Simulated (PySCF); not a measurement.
1,1-dimethylcyclopropane (C₅H₁₀), SMILES CC1(CC1)C. Heavy atoms are numbered as in [CH3:1][C:2]1([CH3:3])[CH2:4][CH2:5]1. Hydrogens are named by the atom that carries them.

The structure is a stationary point at PBE0-D3(BJ)/def2-SVP.

Computed with PySCF with PBE/def2-TZVP.

Atomic charges (e), one atom of each kind:

```csv
atom,IAO,Mulliken
C1 (CH3),-0.42,-0.35
C2,0.04,0.11
C4 (CH2),-0.31,-0.24
H on C1,0.14,0.11
H on C4,0.15,0.10
```

Computed Mayer and Wiberg (Löwdin basis) orders of the bonds:
```csv
bond,Mayer,Wiberg
C1–C2,1.00,1.21
C2–C3,1.00,1.21
C2–C4,0.93,1.18
C2–C5,0.93,1.18
C4–C5,1.01,1.27
```
